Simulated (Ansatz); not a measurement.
`C[O][InH][CH3]`. Charge 0, multiplicity 1. In: def2 effective core potential. All single points use the PBE0-D4/def2-TZVP geometry. It is one conformer, not always the lowest.

```xyz
11

C    -0.757    1.743   -0.175
O    -0.928    0.944    0.956
In   -0.146   -0.882    1.159
C     0.991   -1.485   -0.551
H    -0.141    1.278   -0.962
H    -1.728    1.986   -0.627
H    -0.274    2.693    0.093
H    -0.579   -1.535    2.676
H     1.401   -2.486   -0.421
H     0.352   -1.473   -1.436
H     1.809   -0.782   -0.711
```

(1) What is the dipole moment at B3LYP/def2-TZVPP? (An estimate is asked.)

(2) And with PBE, r2SCAN, ωB97M-V? (Best estimate.)

(3) Give the Mulliken charges with B3LYP, r2SCAN, ωB97M-V in def2-TZVPP. (Best estimate.)

## Answers

(1) The calculation gave: 2.32 D, with components (1.30, -1.60, -1.06) D in this frame, pointing from negative to positive charge.

(2) Computed: PBE 2.17 D, r2SCAN 2.26 D, ωB97M-V 2.35 D.

(3) The calculation gave: 
```json
{"atom": "C1", "B3LYP": "-0.09", "r2SCAN": "0.05", "ωB97M-V": "-0.14"}
{"atom": "O2", "B3LYP": "-0.53", "r2SCAN": "-0.54", "ωB97M-V": "-0.53"}
{"atom": "In3", "B3LYP": "0.75", "r2SCAN": "0.71", "ωB97M-V": "0.70"}
{"atom": "C4", "B3LYP": "-0.57", "r2SCAN": "-0.48", "ωB97M-V": "-0.62"}
{"atom": "H5", "B3LYP": "0.06", "r2SCAN": "0.02", "ωB97M-V": "0.07"}
{"atom": "H6", "B3LYP": "0.08", "r2SCAN": "0.04", "ωB97M-V": "0.10"}
{"atom": "H7", "B3LYP": "0.08", "r2SCAN": "0.04", "ωB97M-V": "0.10"}
{"atom": "H8", "B3LYP": "-0.13", "r2SCAN": "-0.12", "ωB97M-V": "-0.08"}
{"atom": "H9", "B3LYP": "0.12", "r2SCAN": "0.10", "ωB97M-V": "0.14"}
{"atom": "H10", "B3LYP": "0.11", "r2SCAN": "0.09", "ωB97M-V": "0.14"}
{"atom": "H11", "B3LYP": "0.11", "r2SCAN": "0.09", "ωB97M-V": "0.14"}
```

B3LYP here is the variant with VWN-RPA as its local correlation; programs differ in this.
